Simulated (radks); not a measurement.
Numerical settings for the chromium ion Cr2+, [Ar] 3d4. Method: Dirac Kohn-Sham, PBE, spin-unpolarised, spherical densities, point nucleus; open shells fill j = l - 1/2 first; computed with a radial shooting solver on a logarithmic mesh with Libxc functionals. The defaults (mesh step 0.008 in ln r, mesh end at 40 bohr or more with all orbitals vanishing there, Anderson mixing 0.5 over 9 steps, residual threshold near 1e-9 with the energy settled to 1e-9 hartree or 1e-11 of itself, here a cap of 91 iterations) give E = -1049.7080 hartree and 3d3/2 at -22.876 eV in 14 iterations. Run on one thread of a shared host, so times are rough (Arm Neoverse V1): 0.09 s of CPU time, 0.09 s wall, 14 iterations on 2476 mesh points. Changes against that run (0 stands for a change within the tolerance of the run):

\begin{tabular}{lrrrrr}
setting & iterations & converged & E (mhartree) & e(3d3/2) (meV) & CPU (s) \\ \hline
mesh step in ln r 0.02 & 14 & yes & 0 & 0 & 0.04 \\
mesh step in ln r 0.2 & 91 & no & diverged & - & 0.25 \\
mesh step in ln r 0.03 & 14 & yes & +0.000395 & 0 & 0.03 \\
mesh end (bohr) 1 & 13 & level above zero & +6.39e+04 & +2.35e+05 & 0.05 \\
mesh end (bohr) 8 & 14 & yes & +0.00458 & +0.524 & 0.09 \\
residual threshold 0.001 & 10 & yes & 0 & +0.0393 & 0.08 \\
residual threshold 0.1 & 10 & yes & 0 & +0.0393 & 0.08 \\
mixing 0.2 & 16 & yes & 0 & 0 & 0.1 \\
linear mixing, mixing 0.5 & 30 & yes & 0 & 0 & 0.14 \\
linear mixing, mixing 0.2 & 88 & yes & 0 & 0 & 0.37 \\
mixing history 20 & 20 & yes & 0 & 0 & 0.11 \\
iteration cap 8 & 8 & no & 0 & -1.73 & 0.05 \\
\end{tabular}

Settled on a wrong energy, with an occupied level pushed above zero by the early mesh end: mesh end (bohr) 1 (+63.9 hartree). Apart from these: no run marked as converged misses the energy by more than 1 mhartree. A mesh that ends early acts as a hard wall.
